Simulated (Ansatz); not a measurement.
`C=C=C[SiH2]C`. Charge 0, multiplicity 1. Geometry: relaxed with PBE0-D4/def2-TZVP. It is one conformer, not always the lowest.

```xyz
13

C    -1.589    0.949   -1.625
C    -0.986    1.097   -0.481
C    -0.361    1.200    0.654
Si    0.821   -0.122    1.236
C     0.945   -1.498   -0.016
H    -1.152    1.330   -2.542
H    -2.552    0.454   -1.690
H    -0.538    2.081    1.270
H     0.345   -0.644    2.549
H     2.154    0.500    1.472
H     1.637   -2.269    0.330
H    -0.030   -1.961   -0.183
H     1.306   -1.117   -0.975
```

Task: What is the dipole moment at PBE/def2-TZVPP? (An estimate is asked.)

Result: Computed: 0.73 D, with components (-0.19, -0.30, -0.64) D in this frame, pointing from negative to positive charge.

Task: And with r2SCAN, B3LYP, ωB97M-V? (An estimate is asked.)

Result: Ansatz gave: r2SCAN 0.74 D, B3LYP 0.69 D, ωB97M-V 0.73 D.

Task: Give the Mulliken charges with PBE, r2SCAN, B3LYP in def2-TZVPP. (Estimate.)

Result: Ansatz gave: 
```csv
atom,PBE,r2SCAN,B3LYP
C1,-0.23,-0.24,-0.26
C2,0.02,0.07,0.04
C3,-0.21,-0.28,-0.26
Si4,0.30,0.40,0.39
C5,-0.37,-0.30,-0.39
H6,0.11,0.11,0.12
H7,0.11,0.11,0.12
H8,0.09,0.08,0.10
H9,-0.07,-0.09,-0.09
H10,-0.07,-0.09,-0.09
H11,0.11,0.08,0.10
H12,0.11,0.08,0.11
H13,0.11,0.08,0.11
```

B3LYP here is the variant with VWN-RPA as its local correlation; programs differ in this.
